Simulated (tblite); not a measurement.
Species: C₅H₈F₂SSi.
Cartesian coordinates in Å at the GFN2-xTB level; atoms count from 1:
```
atom  x, y, z in Å
F1     2.531    0.017   -1.565
C2     1.646    0.492   -0.650
C3     2.056    0.533    0.793
C4     1.028   -0.457    0.332
F5     1.442   -1.765    0.272
C6    -0.432   -0.389    0.701
C7    -1.358   -0.968   -0.385
Si8   -2.419    0.591   -0.633
S9    -1.029    1.347    0.844
H10    1.048    1.289   -1.076
H11    1.737    1.368    1.395
H12    3.030    0.133    1.029
H13   -0.568   -0.874    1.670
H14   -0.785   -1.265   -1.263
H15   -1.886   -1.853   -0.035
H16   -3.777    0.535   -0.114
H17   -2.273    1.277   -1.908
```

All values are computed: GFN2-xTB (tblite) harmonic vibrations without scaling, gas phase. Against measured fundamentals such values can be off by several per cent, at times by over 20. Modes of hydrogen on silicon can be 10 to 20 % off. One conformer, not necessarily the lowest.

Harmonic wavenumbers (cm⁻¹): 34.0, 51.4, 141.8, 149.3, 212.0, 259.8, 338.0, 405.7, 437.2, 439.3, 480.9, 497.0, 511.2, 557.2, 615.9, 676.3, 741.6, 761.5, 768.4, 815.6, 837.8, 889.9, 947.4, 1019.6, 1042.6, 1052.9, 1089.4, 1102.0, 1138.4, 1161.3, 1191.1, 1213.1, 1251.6, 1280.7, 1366.6, 1450.2, 1461.1, 2327.0, 2335.9, 2950.9, 2988.5, 3007.3, 3043.9, 3100.3, 3125.8.

A = 2032, B = 775.1, C = 743.3 MHz; mass 166.008 u (most abundant isotopes); point group C1, symmetry number 1.

Q: Zero-point energy?

A: Half the sum of the wavenumbers: 25635 cm⁻¹ = 73.29 kcal/mol.

Q: What is S at 400 K and 1 bar for an ideal gas of classical rigid rotors and harmonic oscillators?

A: Translation 42.71, rotation 30.87, vibration 39.31: S = 112.9 cal/(mol K).

Q: And Cp and H(400 K) − H(0)?

A: Cp = 49.26 cal/(mol K), of which vibrations give 41.31 (their classical limit is 45 R = 89.4); H(400 K) − H(0) = 11.40 kcal/mol without the zero-point energy, 8.22 from vibrations.

Q: Which modes carry the vibrational entropy at 400 K?

A: 34.0 cm⁻¹: 6.16; 51.4 cm⁻¹: 5.34; 141.8 cm⁻¹: 3.35; 149.3 cm⁻¹: 3.25; 212.0 cm⁻¹: 2.57; 259.8 cm⁻¹: 2.19 cal/(mol K); the other 39 give 16.44 together.

Q: Blend soft modes into free rotors: weight 1/[1 + (100 cm⁻¹/ν̃)⁴] for the oscillator and the rest for a rotor with moment μB/(μ + B), μ = h/(8π²ν), B = 10⁻⁴⁴ kg m². What vibrational entropy results?

A: 35.76 cal/(mol K) in place of 39.31, which changes −T·S at 400 K by +1.42 kcal/mol.

Hindered rotation and anharmonicity are outside this model. Other conformers, if any are populated, would add a mixing term that is left out. The structure is chiral; the term R ln 2 for an equal mix with its mirror image is left out.

The run took 1.3 s wall on one thread of an Arm Neoverse N1, shared host with 64 logical CPUs at a one-minute load of 63. The figure is for the frequency step alone.
